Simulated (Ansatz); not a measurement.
```yaml
crystal:
  periodic: [false, false, false]
  atoms:
    - {symbol: O, position_ang: [-0.232812, -1.859414, 1.176134]}
    - {symbol: C, position_ang: [0.421671, -0.911274, 1.057113]}
    - {symbol: Al, position_ang: [0.119434, 0.654676, -0.244241]}
    - {symbol: S, position_ang: [-1.498893, 0.794908, -1.359505]}
    - {symbol: H, position_ang: [1.460268, 1.618658, -0.256538]}
basis:
  gaussian: {orbitals: def2-mTZVPP, fitting: {mean_field: cc-pVTZ-jkfit}}
hamiltonian: {xc: {name: LC-wPBE}}
scf: {lower_state_search: full}
relax: {f_tol: 0.0001, max_steps: 1}
output: {forces: true}
```

```sh
$ ansatz run in.yaml --threads 2 --pin off --events-out ev --progress --plain --max-ram 4352MiB
```

It prints (some lines left out):

```
Functional definition: LC-wPBE
430 factors; integrals over basis functions are off by at most 2.4e-1 eV
430 factors; integrals over basis functions are off by at most 3.7e-4 eV
mean field evaluation 1: about -20520.9990 eV, gradient 4.0e1 eV
mean field evaluation 2: about -20520.9979 eV, gradient 4.0e1 eV
mean field evaluation 4: about -20524.9437 eV, gradient 5.9e0 eV
mean field evaluation 8: about -20525.0317 eV, gradient 1.3e-1 eV
mean field evaluation 16: about -20525.0319 eV, gradient 1.2e-4 eV
mean field -20525.03194499 eV, -754.2810116120 hartree, gradient 4.9e-5 eV, S^2 0.000000; 0 other end points of the search recorded, 0 dependent functions left out
reference -20525.03194499 eV, -754.2810116122 hartree; 22, 22 occupied and 75, 75 virtual orbitals, 430 factors
relax step   1: F+E_penalty+E_count = -20525.03194499 eV  Δ(F+E_penalty+E_count) = +0.000e0 eV  max|allowed force component| = 5.010e0 eV/Å  Δτ_max = 0.0000 Å  (33 SCF iters, accepted)
Error: geometry relaxation did not converge after 1 steps: max|allowed force component| = 5.01e0 eV/Å (threshold 1.0e-4). Raise `relax.max_steps` over both its present limit and 1, loosen `relax.f_tol`, or start from a geometry closer to equilibrium. Where this run's directory can be resumed (`checkpoint.write`), a resume goes on for up to `relax.max_steps` more
```

(1) What is wrong with this run?

Results:

(1) The relaxation is allowed too few steps for its threshold. The run did not converge.
